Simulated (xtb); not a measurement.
Cl4MoO, triplet, from a rough starting geometry (GFN-xTB shapes and energies of metal compounds can be far from the true ones) (the multiplicity is a formal guess); GFN2-xTB in xtb 6.7.1.

Here is a job for xtb.
```
$ xtb mol.xyz --gfn 2 --uhf 2 --opt vtight --json

# file mol.xyz
6

Mo     0.14607879    -0.04167312     0.13364292
O      1.33048938    -0.29751837     1.20814933
Cl    -1.48607303     0.35692078    -1.40533093
Cl     0.24519613     2.15094116     0.41874208
Cl     1.18879793    -0.99397383    -1.49681473
Cl    -1.43848929    -1.17039644     1.24349400
```

What the program printed (banner, timings and long lists left out):

```
   ID    Z sym.   atoms
    1   42 Mo     1
    2    8 O      2
    3   17 Cl     3-6

           -------------------------------------------------
          |                Calculation Setup                |
           -------------------------------------------------

           -------------------------------------------------
          |                 G F N 2 - x T B                 |
           -------------------------------------------------

          ...................................................
          :                      SETUP                      :
          :.................................................:
          :  # basis functions                  54          :
          :  # atomic orbitals                  49          :
          :  # shells                           17          :
          :  # electrons                        40          :
          :  max. iterations                   250          :
          :  Hamiltonian                  GFN2-xTB          :
          :  restarted?                      false          :
          :  GBSA solvation                  false          :
          :  PC potential                    false          :
          :  electronic temp.          300.0000000     K    :
          :  accuracy                    1.0000000          :
          :  -> integral cutoff          0.2500000E+02      :
          :  -> integral neglect         0.1000000E-07      :
          :  -> SCF convergence          0.1000000E-05 Eh   :
          :  -> wf. convergence          0.1000000E-03 e    :
          :  Broyden damping             0.4000000          :
          :  net charge                          0          :
          :  unpaired electrons                  2          :
          ...................................................

 iter      E             dE          RMSdq      gap      omega  full diag
   1    -24.1932799 -0.241933E+02  0.932E+00    0.13       0.0  T
   2    -24.1210401  0.722398E-01  0.129E+01    0.16       1.0  T
   3    -24.3767502 -0.255710E+00  0.723E+00    0.18       1.0  T
   4    -24.3895717 -0.128215E-01  0.421E+00    0.07       1.0  T
   5    -24.4055261 -0.159544E-01  0.430E+00    0.08       1.0  T
   6    -24.4069801 -0.145405E-02  0.275E+00    0.06       1.0  T
   7    -24.4183337 -0.113536E-01  0.186E+00    0.03       1.0  T
   8    -24.4195181 -0.118443E-02  0.142E+00    0.03       1.0  T
   9    -24.4174316  0.208651E-02  0.136E+00    0.05       1.0  T
  10    -24.4209959 -0.356433E-02  0.652E-01    0.05       1.0  T
  11    -24.4214391 -0.443199E-03  0.467E-01    0.05       1.0  T
  12    -24.4215539 -0.114757E-03  0.352E-01    0.05       1.0  T
  13    -24.4218344 -0.280542E-03  0.199E-01    0.05       1.0  T
  14    -24.4218964 -0.619364E-04  0.147E-01    0.05       1.0  T
  15    -24.4218833  0.131015E-04  0.187E-01    0.05       1.0  T
  16    -24.4219207 -0.374412E-04  0.405E-02    0.05       1.0  T
  17    -24.4219222 -0.151162E-05  0.303E-02    0.05       1.3  T
  18    -24.4219237 -0.144366E-05  0.283E-02    0.05       1.4  T
  19    -24.4219235  0.218822E-06  0.233E-02    0.05       1.7  T
  20    -24.4219198  0.367783E-05  0.427E-02    0.05       1.0  T
  21    -24.4219251 -0.529252E-05  0.811E-03    0.05       5.0  T
  22    -24.4219253 -0.217994E-06  0.245E-03    0.05      16.7  T
  23    -24.4219253 -0.405675E-08  0.193E-03    0.05      21.1  T
  24    -24.4219253 -0.517173E-08  0.418E-04    0.05      97.6  T
  25    -24.4219253 -0.766036E-10  0.242E-04    0.05     168.9  T

   *** convergence criteria satisfied after 25 iterations ***

 transition dipole moment (au) for excitation:          20          21
     X       Y       Z
   0.1940  -0.0180   0.0445  total (au/Debye):    0.200   0.508
 dE (eV)             :    3.654
 oscillator strength :  0.50557E-02

         :::::::::::::::::::::::::::::::::::::::::::::::::::::
         ::                     SUMMARY                     ::
[...]
 * total energy  :   -24.4235960 Eh     change       -0.3277328E-03 Eh
 * total energy  :   -24.4237952 Eh     change       -0.1992141E-03 Eh
 * total energy  :   -24.4238605 Eh     change       -0.6523404E-04 Eh
 * total energy  :   -24.4238974 Eh     change       -0.3690485E-04 Eh
 * total energy  :   -24.4239193 Eh     change       -0.2197403E-04 Eh
 * total energy  :   -24.4239356 Eh     change       -0.1625523E-04 Eh
 * total energy  :   -24.4239390 Eh     change       -0.3361834E-05 Eh
 * total energy  :   -24.4239402 Eh     change       -0.1290521E-05 Eh
 * total energy  :   -24.4239404 Eh     change       -0.1582064E-06 Eh
 * total energy  :   -24.4239406 Eh     change       -0.1582747E-06 Eh
 * total energy  :   -24.4239406 Eh     change        0.1536343E-08 Eh
 * total energy  :   -24.4239406 Eh     change       -0.3157484E-07 Eh
   *** GEOMETRY OPTIMIZATION CONVERGED AFTER 23 ITERATIONS ***
         :: total energy             -24.423940594709 Eh    ::
[...]
        13        2.0000           -0.4920572             -13.3896
        14        2.0000           -0.4863767             -13.2350
        15        2.0000           -0.4850643             -13.1993
        16        2.0000           -0.4752538             -12.9323
        17        2.0000           -0.4688392             -12.7578
        18        2.0000           -0.4667993             -12.7023
        19        2.0000           -0.4647217             -12.6457
        20        1.0000           -0.4366701             -11.8824
        21        1.0000           -0.3830007             -10.4220 (HOMO)
        22                         -0.3434524              -9.3458 (LUMO)
        23                         -0.3037780              -8.2662
        24                         -0.2719560              -7.4003
        25                         -0.1948405              -5.3019
        26                         -0.0471887              -1.2841
        27                         -0.0361757              -0.9844
        28                         -0.0359858              -0.9792
        29                         -0.0319007              -0.8681
        30                         -0.0312331              -0.8499
        31                         -0.0300732              -0.8183
        32                         -0.0282232              -0.7680
       ...                                ...                  ...
        49                          0.8048462              21.9010
      -------------------------------------------------------------
                  HL-Gap            0.0395484 Eh            1.0762 eV
             Fermi-level           -0.4069332 Eh          -11.0732 eV

     #   Z          covCN         q      C6AA      α(0)
     1  42 Mo       4.046     0.791   346.333    38.276
     2   8 O        0.804    -0.425    22.220     6.319
     3  17 Cl       1.342    -0.106   102.486    15.488
     4  17 Cl       0.853    -0.138   103.412    15.557
     5  17 Cl       0.850    -0.087   101.801    15.435
     6  17 Cl       1.338    -0.035   100.287    15.321

 Mol. C6AA /au·bohr⁶  :       4017.721240
 Mol. C8AA /au·bohr⁸  :     229565.894702
 Mol. α(0) /au        :        106.396700

Wiberg/Mayer (AO) data.
largest (>0.10) Wiberg bond orders for each atom

 ---------------------------------------------------------------------------
     #   Z sym  total        # sym  WBO       # sym  WBO       # sym  WBO
 ---------------------------------------------------------------------------
     1  42 Mo   6.099 --     2 O    2.168     5 Cl   1.347     4 Cl   1.265
                             6 Cl   0.704     3 Cl   0.615
     2   8 O    2.401 --     1 Mo   2.168
     3  17 Cl   1.205 --     1 Mo   0.615     6 Cl   0.481
     4  17 Cl   1.464 --     1 Mo   1.265
     5  17 Cl   1.587 --     1 Mo   1.347
     6  17 Cl   1.289 --     1 Mo   0.704     3 Cl   0.481
 ---------------------------------------------------------------------------

Topologies differ in total number of bonds
Writing topology from bond orders to xtbtopo.mol

molecular dipole:
                 x           y           z       tot (Debye)
 q only:       -0.195      -0.026      -0.599
   full:       -0.153       0.017      -1.019       2.619
molecular quadrupole (traceless):
                xx          xy          yy          xz          yz          zz
 q only:       -0.587       1.930       1.554      -3.550       0.918      -0.967
  q+dip:       -1.944       1.619       1.676      -4.192       1.560       0.268
   full:       -2.264       1.548       1.252      -4.407       1.573       1.012

optimized geometry written to: xtbopt.xyz

           -------------------------------------------------
          | TOTAL ENERGY              -24.423940594709 Eh   |
          | GRADIENT NORM               0.000011687936 Eh/α |
          | HOMO-LUMO GAP               1.076165857026 eV   |
           -------------------------------------------------

normal termination of xtb
```
